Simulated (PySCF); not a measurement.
Species: C2H8SeSi.
Numbering: `[CH3:1][CH2:2][Se:3][SiH3:4]` (hydrogens: H5, H6, H7 on C1; H8, H9 on C2; H10, H11, H12 on Si4)

Theory: PBE0-D3(BJ)/def2-SVP geometry optimisation, gas phase (PySCF).

(1) What internal coordinates does the optimisation give?

Results:

(1) 
| bond | length (Å) |
| --- | --- |
| C1–C2 | 1.514 |
| C2–Se3 | 1.971 |
| Se3–Si4 | 2.273 |
| C1–H5, C1–H6, C1–H7 | 1.101 |
| C2–H8, C2–H9 | 1.100 |
| Si4–H10, Si4–H11, Si4–H12 | 1.494 |

Bonds in one row agree within 0.01 Å and their mean is given. A selection of angles:
| angle | degrees |
| --- | --- |
| C2–C1–H5 | 110.3 |
| C2–C1–H6 | 111.8 |
| H5–C1–H6 | 107.6 |
| C1–C2–Se3 | 114.4 |
| C1–C2–H8 | 112.2 |
| Se3–C2–H8 | 107.7 |
| Se3–C2–H9 | 103.5 |
| H8–C2–H9 | 107.1 |
| C2–Se3–Si4 | 98.0 |
| Se3–Si4–H10 | 110.4 |
| Se3–Si4–H11 | 113.3 |
| Se3–Si4–H12 | 105.9 |
| H10–Si4–H11 | 108.0 |
| H10–Si4–H12 | 110.2 |

Dihedral angles: C1–C2–Se3–Si4 -72° (synclinal). The mirror-image conformer, all signs reversed, is as good.

Of the pairs four or more bonds apart, Si4···H6 is among the closest relative to their van der Waals radii: 3.19 Å, 97 % of the sum of Bondi's values. Si4 (SiH3 silicon) is distorted tetrahedral (angles from 105.9° to 113.3°). Se3 (selenium bonded to C and Si) is bent (angle 98.0°).

Point group: C1 (no symmetry element, even within 0.4 Å). No frequency check. The numbers are those of one conformer.
